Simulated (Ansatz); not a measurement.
Reaction (formal exchange of groups at the Si–O bond): `[NH2][Sn][O][SiH3]` + `C=C([SiH3])[SiH3]` → `C=C([SiH3])[SiH2][SiH3]` + `[NH2][Sn][OH]`

Computed with Ansatz on PBE0-D4/def2-TZVP structures; ΔE is electronic, products minus reactants. CBS: MP2 limit from def2 TZ/QZ plus the TZ coupled-cluster correction, frozen cores. DFT in def2-TZVPP. Elements past krypton have def2 core potentials. For Sn outer-core shells are correlated without core-valence functions, which leaves a few kJ/mol of doubt a bond. Each species was taken in one conformer, which may not be the lowest.

`[NH2][Sn][O][SiH3]`:

```xyz
9

N    -1.417   -1.470    0.266
Sn   -1.921   -0.060   -1.077
O    -0.242    0.988   -0.877
Si    1.179    1.054   -0.095
H    -0.547   -1.481    0.780
H    -2.000   -2.256    0.508
H     1.356   -0.096    0.846
H     1.280    2.304    0.708
H     2.312    1.018   -1.060
```

`C=C([SiH3])[SiH3]`:

```xyz
12

C     0.207   -1.207    1.098
C     0.039   -0.226    0.205
Si   -1.646    0.551    0.003
Si    1.492    0.343   -0.817
H     1.169   -1.693    1.254
H    -0.608   -1.575    1.718
H    -2.131    0.386   -1.393
H    -1.583    2.010    0.287
H    -2.603   -0.096    0.941
H     2.698   -0.441   -0.438
H     1.751    1.791   -0.592
H     1.214    0.157   -2.267
```

`C=C([SiH3])[SiH2][SiH3]`:

Cartesian coordinates in Å:
```
C -1.044 1.923 0.179
C -0.593 0.691 0.439
Si -1.813 -0.670 0.816
Si 1.244 0.351 0.389
Si 1.777 -1.119 -1.357
H -0.375 2.752 -0.046
H -2.105 2.165 0.181
H -3.192 -0.113 0.799
H -1.707 -1.757 -0.195
H -1.532 -1.267 2.149
H 1.970 1.640 0.206
H 1.685 -0.269 1.670
H 1.116 -2.436 -1.151
H 3.248 -1.333 -1.421
H 1.319 -0.559 -2.658
```

`[NH2][Sn][OH]`:

Z-matrix (Å, degrees):
```
N
Sn 1 2.022
H 1 1.010 2 126.2
H 1 1.009 2 123.1 3 -180.0
O 2 1.984 1 96.6 3 -0.1
H 5 0.960 2 116.5 1 -0.1
```

(1) Is it downhill or uphill in electronic energy at CCSD(T)/CBS, and by how much? (Best estimate.)

(2) What do these levels give: PBE-D4, PBE0-D4, B2PLYP, MP2/def2-TZVPP, CCSD(T)/def2-TZVPP, SCS-MP2/def2-QZVPP? (Estimate.)

Largest T1 diagnostic among the species: 0.017.

## Answers

(1) Computed: Uphill: ΔE = +107.9 kJ/mol.

(2) Ansatz gave: PBE-D4 80.1, PBE0-D4 89.2, B2PLYP 112.8, MP2/def2-TZVPP 115.1, CCSD(T)/def2-TZVPP 108.7, SCS-MP2/def2-QZVPP 120.5 kJ/mol.

From PBE to PBE0 (25 % exact exchange), in def2-TZVPP and without D4, ΔE moves by +9.2 kJ/mol. In def2-TZVPP, CCSD(T) changes the Hartree–Fock value by −28.1 kJ/mol (the triples alone add −3.7 kJ/mol) and MP2 by −21.7 kJ/mol.
